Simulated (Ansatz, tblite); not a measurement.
Cost and result up the ladder for Ir(PH3)2H5 (P₂IrH₁₁) (14 atoms). The state is a singlet with charge 0. Geometry: PBE-D4/def2-SVP.

Cartesian coordinates in Å:
```
Ir 0.000 0.001 0.000
P 1.671 -1.090 -1.136
H 1.854 -0.829 -2.529
H 1.656 -2.518 -1.196
H 3.028 -0.920 -0.718
P -1.671 1.089 1.136
H -1.901 0.774 2.512
H -3.019 0.972 0.674
H -1.622 2.512 1.260
H 0.508 1.430 -0.657
H 1.107 0.672 1.027
H 0.212 -1.036 1.268
H -1.005 -1.291 -0.224
H -0.819 0.233 -1.416
```

Ansatz on 2 threads of Arm Neoverse V1 on a shared host; xTB runs through tblite on one thread. Times are rough, summed over both states, and most runs start from the orbitals of an earlier one. ωB97X-V/def2-TZVP serves as the yardstick here, not as an exact answer. The other state is a triplet at its own geometry.

In the def2 sets Ir takes a core potential; there is no spin–orbit coupling. The xTB rows come from tblite. Correlated methods freeze 10 core orbitals; core or outer-core shells of Ir are correlated, in sets that lack core-valence functions. In the triplet geometry the species has come apart into loosely held pieces. In the triplet, H12 and H13 lie 0.77 Å apart (atoms count from 1), so H2 has formed as a molecule.

xTB has no spin-polarisation term.

| level | functions | wall time |
| --- | --- | --- |
| GFN2-xTB | 38 | 0.01 s |
| GFN1-xTB | 49 | 0.018 s |
| PBE-D4/def2-TZVP | 180 | 10 s |
| PBE0-D4/def2-TZVP | 180 | 15 s |
| CAM-B3LYP-D4/def2-TZVP (with forces) | 180 | 20 s |
| RPA@PBE/def2-TZVP | 180 | 21 s |
| r2SCAN-D4/def2-TZVP | 180 | 21 s |
| r2SCAN0-D4/def2-TZVP | 180 | 24 s |
| r2SCANh-D4/def2-TZVP | 180 | 25 s |
| ωB97X-V/def2-TZVP | 180 | 43 s |
| B97M-V/def2-TZVP | 180 | 51 s |

Question: Estimate what each level gives for the triplet − singlet (eV).

Answer: 
```tsv
level	triplet − singlet (eV)	difference from ωB97X-V/def2-TZVP (eV)
GFN2-xTB	2.55	-0.11
GFN1-xTB	3.48	0.82
PBE-D4/def2-TZVP	2.45	-0.22
PBE0-D4/def2-TZVP	2.49	-0.17
CAM-B3LYP-D4/def2-TZVP (with forces)	2.50	-0.16
RPA@PBE/def2-TZVP	2.46	-0.20
r2SCAN-D4/def2-TZVP	2.44	-0.22
r2SCAN0-D4/def2-TZVP	2.43	-0.23
r2SCANh-D4/def2-TZVP	2.44	-0.22
ωB97X-V/def2-TZVP	2.66	0.00
B97M-V/def2-TZVP	2.43	-0.23
```
